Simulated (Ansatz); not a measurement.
**Changing the shape of MnO, sextet**

Computed with Ansatz's Gaussian-basis code (development build). Basis cc-pVDZ, nonrelativistic, 10 orbitals frozen in the corrections; active space CAS(11,14). Restricted Hartree–Fock, then the lowest state-specific CASSCF solution met for each case. Coupled cluster stands on the determinant that it favours, not always the lowest RHF. Single-reference values can break down or jump between states where bonds are stretched. Unlike active orbitals can shift such differences by tenths of an eV, at times by over 1 eV.

Case A: bond length 1.6460 Å.

Case B: bond length 1.8929 Å.

Energy less that of case A, in eV:

```
case  RHF/ROHF  CASSCF  SC-NEVPT2
   B    +0.167  +0.250     +0.778
```

Problem. What does CCSDT give for these differences?

Solution. B: +0.475 eV (11.0 kcal/mol).
